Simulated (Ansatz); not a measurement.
Cost and result for the atomization energy of C2H6OSn, SMILES `[CH3][SnH2][CH]=O` (10 atoms, 9 bonds).

```xyz
10

C     0.4540    1.5238    0.3319
Sn   -0.6327   -0.3032    0.5088
C     0.1595   -1.6399   -1.0632
O     1.1178   -1.3204   -1.7103
H     0.3984    2.0938    1.2586
H     1.4955    1.2912    0.1104
H     0.0445    2.1204   -0.4826
H    -0.3888   -1.0503    2.0303
H    -2.3160   -0.0918    0.2739
H    -0.3321   -2.6236   -1.2578
```

Total charge 0; spin multiplicity 1. Correlated methods include outer-core shells of Sn, which these sets cover unevenly. Sn takes the def2 core potential. All single points use the PBE0-D4/def2-TZVP geometry. It is one conformer, not always the lowest. Program: Ansatz. All runs use 4 threads of an Arm Neoverse V2 on a shared host. Times are those of one run each, without the atoms' runs, and a repeat can differ threefold. Electronic energies, without spin–orbit coupling; frozen cores. CCSD(T)/CBS adds CCSD(T) − MP2 in def2-TZVPP to the MP2 limit, and its time is that of the two runs behind it. T1 = 0.015. With those shells the extrapolation isn't a true limit. B3LYP takes the VWN-RPA correlation (the form of Gaussian; ORCA's B3LYP/G).

CCSD(T)/CBS is a level of theory with its own doubt, some kJ/mol a heavy atom from the limit and from the frozen cores, so smaller differences don't rank the functionals.

| level | functions | wall time | atomization (kcal/mol) | difference from CCSD(T)/CBS | per bond |
| --- | --- | --- | --- | --- | --- |
| PBE-D4/def2-TZVPP (with forces) | 227 | 2.1 s | 832.2 | 12.6 | 1.4 |
| PBE0-D4/def2-TZVPP | 227 | 2.4 s | 814.1 | -5.5 | -0.6 |
| B3LYP-D4/def2-TZVPP (with forces) | 227 | 3.7 s | 815.0 | -4.6 | -0.5 |
| r2SCAN-D4/def2-TZVPP (with forces) | 227 | 3.8 s | 816.7 | -2.9 | -0.3 |
| B2PLYP/def2-TZVPP | 227 | 4.6 s | 806.2 | -13.4 | -1.5 |
| ωB97X-V/def2-TZVPP | 227 | 6.5 s | 819.5 | -0.1 | 0.0 |
| ωB97M-V/def2-TZVPP (with forces) | 227 | 9.5 s | 816.8 | -2.8 | -0.3 |
| MP2/def2-QZVPP | 433 | 17 s | 816.1 | -3.5 | -0.4 |
| CCSD(T)/def2-TZVPP | 227 | 2.4 min | 798.9 | -20.7 | -2.3 |
| CCSD(T)/CBS(def2) | – | 2.6 min | 819.6 | 0.0 | 0.0 |

In def2-TZVPP, CCSD(T) changes the Hartree–Fock value by +223.0 kcal/mol (the triples alone add +13.8 kcal/mol) and MP2 by +227.9 kcal/mol; breaking electron pairs costs correlation energy, which Hartree–Fock lacks. The D4 term adds +6.9 kcal/mol with B3LYP and +3.6 kcal/mol with PBE0; it sums over pairs of atoms, weighted by their polarisabilities, and B3LYP, whose exchange is more repulsive, gets the larger term. From PBE to PBE0 (25 % exact exchange), in def2-TZVPP and without D4, the atomization energy moves by −17.5 kcal/mol: exact exchange takes away binding that semilocal exchange gives to molecules.

Spin–orbit coupling would lower the free Sn atoms strongly, and the atomization energy with them, by more than many differences here. For some Ge, Se and Sn compounds the MP2-based and the directly extrapolated limit differ by 10 to 25 kJ/mol.
